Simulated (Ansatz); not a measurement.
Two isomers of CH3BFNO: A = `NB1OC1F`, B = `C=NB(O)F`.

Computed with Ansatz on PBE0-D4/def2-TZVP structures; ΔE is electronic, products minus reactants. CCSD(T)/CBS adds triple-zeta CCSD(T) − MP2 to the extrapolated MP2 energy (def2 sets, frozen cores). Functionals use def2-TZVPP. B3LYP here is the variant with VWN-RPA as its local correlation; programs differ in this. Each species was taken in one conformer, which may not be the lowest.

A:

Z-matrix (Å, degrees):
```
C
F 1 1.359
B 1 1.506 2 121.0
O 1 1.446 2 112.9 3 -61.6
H 1 1.087 2 109.5 3 171.1
N 3 1.379 1 160.5 2 78.5
H 6 1.006 3 122.6 1 -173.9
H 6 1.003 3 122.7 1 3.9
```

B:

```xyz
8

C    -1.401    0.424   -0.050
N    -0.453   -0.236    0.429
B     0.968   -0.112    0.393
O     1.754   -0.803   -0.469
F     1.581    0.634    1.307
H    -2.436    0.122    0.136
H    -1.269    1.324   -0.668
H     1.256   -1.351   -1.078
```

Which isomer does CCSD(T)/CBS put lower? Give the gap. (Estimate.)

The calculation gave: B, by 216.0 kJ/mol.

Give E(B) − E(A) in kJ/mol with MP2/def2-TZVPP, B3LYP, HF/def2-TZVPP, PBE-D4, ωB97M-V, LDA (SPW92), CCSD(T)/def2-SVP. (An estimate is asked.)

Computed: MP2/def2-TZVPP -214.7, B3LYP -212.1, HF/def2-TZVPP -245.8, PBE-D4 -186.0, ωB97M-V -202.8, LDA (SPW92) -170.9, CCSD(T)/def2-SVP -225.4. None reverses the order clearly.

Does the order hold for the free energy at 298.15 K (harmonic terms from PBE0-D4)? (An estimate is asked.)

Ansatz gave: Yes: G(B) − G(A) = -221.6 kJ/mol, for one conformer each.

Largest T1 diagnostic: 0.014.

In def2-TZVPP, CCSD(T) changes the Hartree–Fock value by +28.1 kJ/mol (the triples alone add +2.8 kJ/mol) and MP2 by +31.1 kJ/mol. From BLYP to BHLYP (50 % exact exchange), in def2-TZVPP and without D4, E(B) − E(A) moves by −12.1 kJ/mol.
